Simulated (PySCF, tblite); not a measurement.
Isomers of C4H11NSi, one GFN2-xTB conformer each. Single-point energies are computed at PBE0/pcSseg-1 (PySCF, gas phase, no added dispersion term), electronic only.

Problem. Rank them by PBE0/pcSseg-1 energy, lowest first (kcal/mol).
A. `[CH3:1][NH:2][C@@H:3]1[CH2:4][CH2:5][SiH2:6]1` with C1–N2–C3–C4 -177°, N2–C3–C4–C5 -103°, C3–C4–C5–Si6 -10°, C4–C5–Si6–C3 8°, N2–C3–Si6–C5 106°
B. `[CH3:1][N:2]([CH3:3])[SiH:4]1[CH2:5][CH2:6]1` with C1–N2–Si4–C5 133°
C. `[CH2:1]=[CH:2][N:3]([SiH3:4])[CH2:5][CH3:6]` with C1–C2–N3–Si4 -169°, C2–N3–C5–C6 -81°

Solution. C (0.0), B (9.3), A (13.6).

As drawn, the lowest has a C=C bond outside aromatic rings, which the highest lacks; the highest has a four-membered ring, an N–H bond and an Si–C bond, which the lowest lacks. GFN2-xTB itself gives, in the same order: 0.0, 32.3, 29.2. Both levels put the same isomer lowest; measured from each level's own lowest isomer, the values differ by up to 23.0 kcal/mol (CN(C)[SiH]1CC1: 32.3 against 9.3).

Problem. Which frontier levels, dipoles and rotational constants go with these structures?

Solution. 
| SMILES | HOMO (eV, PBE0/pcSseg-1) | LUMO (eV) | dipole (D) | A, B, C (MHz) |
| --- | --- | --- | --- | --- |
| C=CN([SiH3])CC | -5.92 | 0.50 | 1.00 | 3449, 2325, 1550 |
| CN(C)[SiH]1CC1 | -6.44 | 0.91 | 1.17 | 5274, 1904, 1636 |
| CN[C@@H]1CC[SiH2]1 | -6.13 | 0.43 | 0.93 | 4772, 2142, 1668 |

Problem. What happens when harmonic zero-point energies from GFN2-xTB frequencies are added?

Solution. 
| SMILES | ZPE (kcal/mol) | electronic (kcal/mol) | with ZPE (kcal/mol) |
| --- | --- | --- | --- |
| C=CN([SiH3])CC | 86.4 | 0.0 | 0.0 |
| CN(C)[SiH]1CC1 | 89.2 | 9.3 | 12.2 |
| CN[C@@H]1CC[SiH2]1 | 88.6 | 13.6 | 15.8 |

The zero-point energies span 2.8 kcal/mol. The order is unchanged.
